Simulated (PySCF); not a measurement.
# Computed data sheet: `C=COC(=O)CCOC`

C₆H₁₀O₃.
SMILES with atom numbers: `[CH2:1]=[CH:2][O:3][C:4](=[O:5])[CH2:6][CH2:7][O:8][CH3:9]` (hydrogens: H10, H11 on C1; H12 on C2; H13, H14 on C6; H15, H16 on C7; H17, H18, H19 on C9)

Some functional groups and rings: ester, C=C double bond and ether.

PBE0-D3(BJ)/def2-SVP geometry optimisation, gas phase (PySCF):

| Item | Value |
| --- | --- |
| Point group | Cs |
| Rotational constants A, B, C | 7.139, 0.569, 0.532 GHz |

PBE0/def2-SVPD ground state, ΔSCF and vertical TDDFT (core frozen in the response) (PySCF):

| Property | Result |
| --- | --- |
| Dipole moment | 0.72 D |
| HOMO energy | -7.44 eV |
| LUMO energy | -0.58 eV |
| HOMO–LUMO gap | 6.86 eV |
| Lowest singlet excitation | 5.82 eV (213 nm, f = 0.001) |
| Strongest line among the 10 lowest singlet transitions | S2 at 6.15 eV (202 nm, f = 0.276) |
| Lowest triplet excitation (Tamm–Dancoff) | 4.12 eV |
| Static isotropic polarisability | 89.2 au |
| Vertical ionisation energy | 9.57 eV |
| Electronic spatial extent ⟨r²⟩ about the centre of nuclear charge | 2061 bohr² |

**PBE/pcSseg-1 ground state and GIAO shieldings, non-relativistic (PySCF)**

| Quantity | Value |
| --- | --- |
| 13C chemical shifts (computed TMS as zero) by class | 167.6 (C4), 145.3 (C2), 98.5 (C1), 72.3 (C7), 61.6 (C9), 36.7 (C6) ppm |
| 1H chemical shifts (computed TMS as zero) by class | 7.74 (H12), 4.99 (H11), 4.62 (H10), 3.46 (H17/H18/H19), 3.41 (H15/H16), 2.62 (H13/H14) ppm |
| Isotropic shieldings of nuclei other than C and H, by class | -92 (O5), 55 (O3), 300 (O8) ppm |

Monoisotopic mass from the formula: 130.0630 u.

The polarisability is 13.21 Å³ as a volume (1 au = 0.148185 Å³), or 1.27 au for each of the 70 electrons. The principal polarisabilities are 63.9, 78.8 and 124.8 au; their mean is the isotropic value. S1 lies 1.04 eV below the HOMO–LUMO gap; its leading configuration is HOMO−2→LUMO, weight 0.89. The dipole equals about 2.4 × 10⁻³⁰ C·m (1 D = 3.33564 × 10⁻³⁰ C·m). The largest Löwdin shares of the LUMO are 0.26 on C4, 0.19 on O5, 0.17 on C1 and 0.14 on C2. With B = h/(8π²I), that is 505.379 GHz u Å² over I, the principal moments of inertia are 70.8, 888.4 and 949.7 u Å² (most abundant isotopes). The rotational constants make it an asymmetric top with κ = (2B − A − C)/(A − C) = -0.99, nearer the prolate limit (−1).

 NMR classes are plain means over equivalent atoms (diastereotopic ones count apart unless rotation or inversion swaps them), as if these changed places fast; in this geometry the members of some classes differ.

For the NMR shielding job (PBE/pcSseg-1), time: 70 s wall; peak memory 0.80 GiB. Hardware: one thread, Arm Neoverse N1 (aarch64), no GPU, shared host with 64 logical CPUs at a one-minute load of 52.

One conformer stands for the species.
